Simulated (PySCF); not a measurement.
```xyz
3
charge 0 multiplicity 2, angstrom
Ti   -0.4821    0.0000   -0.4660
O    -1.9684    0.0000    0.1465
Cl    1.5583    0.0000    0.5663
```

All numbers come from UPBE0/[Ti def2-TZVP, O def2-TZVP, Cl def2-TZVP], no relativity, density fitting, PySCF.

This geometry of TiOCl is a stationary point at this level.

**Question.** What is the point group?

**Answer.** Cs.

**Question.** Is it a minimum?

**Answer.** Yes: all harmonic wavenumbers are real.

**Question.** List the harmonic modes with their infrared intensities.

**Answer.** 
```csv
symmetry,ω (cm⁻¹),IR (km/mol),type
a',108,38.2,bend
a',406,88.1,stretch
a',1063,309,stretch
```

This need not be the most stable arrangement of these atoms. Open d and f shells are described by one determinant, and the ground state may have another occupation or spin.
